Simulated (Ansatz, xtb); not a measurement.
Ranking isomers of C4H6Cl2O2

5 gas-phase structures of C4H6Cl2O2, from a drawn sample of its isomers (lower ones may exist). Each was relaxed with GFN2-xTB; where two conformers were screened, the lower at r2SCAN-D4/def2-SVP is listed:

A. `ClC(Cl)C1OCCO1`, a singlet
B. `ClC(Cl)[C@@H]1COCO1`, a singlet
C. `O=C(O)CCC(Cl)Cl`, a singlet
D. `COC(=O)CC(Cl)Cl`, a singlet
E. `CC(=O)OCC(Cl)Cl`, a singlet

Task: Make a reasoned guess at their ranking by r2SCAN-D4/def2-SVP single-point energy.

Result: Calculated order at r2SCAN-D4/def2-SVP: C (0.000), E (0.415), D (0.518), A (1.557), B (1.559) eV. Less than 1 kcal/mol parts A and B, so the order within that pair means little.

Energies above the lowest of each column, in eV; the last columns are at PBE-D3(BJ)/def2-SVP geometries and were run for some of them only (a dash: not run or not comparable):

| structure | GFN2-xTB | HF/STO-3G | r2SCAN-D4/def2-SVP | PBE-D3(BJ)/def2-SVP | CCSD(T)/def2-SVP + ΔMP2/def2-TZVPP |
| --- | --- | --- | --- | --- | --- |
| C | 0.000 | 0.627 | 0.000 | 0.000 | 0.000 |
| E | 0.180 | 0.598 | 0.415 | 0.443 | 0.441 |
| D | 0.231 | 0.676 | 0.518 | 0.541 | 0.533 |
| A | 0.523 | 0.000 | 1.557 | – | – |
| B | 0.515 | 0.023 | 1.559 | – | – |

CCSD(T)/def2-SVP + ΔMP2/def2-TZVPP puts C lowest of those it was run on; HF/STO-3G picks A. Flexible structures stand in one conformer each, not always the lowest. E keeps a small imaginary mode. Frequencies (GFN2-xTB) were run for C, D, E alone. ΔMP2 is the change of the MP2 energy from the smaller to the larger basis.

Over these structures GFN2-xTB departs from r2SCAN-D4/def2-SVP by 0.415 eV on average once a common shift is removed. A GFN2-xTB relaxation took about 0.13 s and the r2SCAN-D4/def2-SVP energy about 2.3 s on a shared host (Ansatz 0.2.0, xtb 6.7.1).
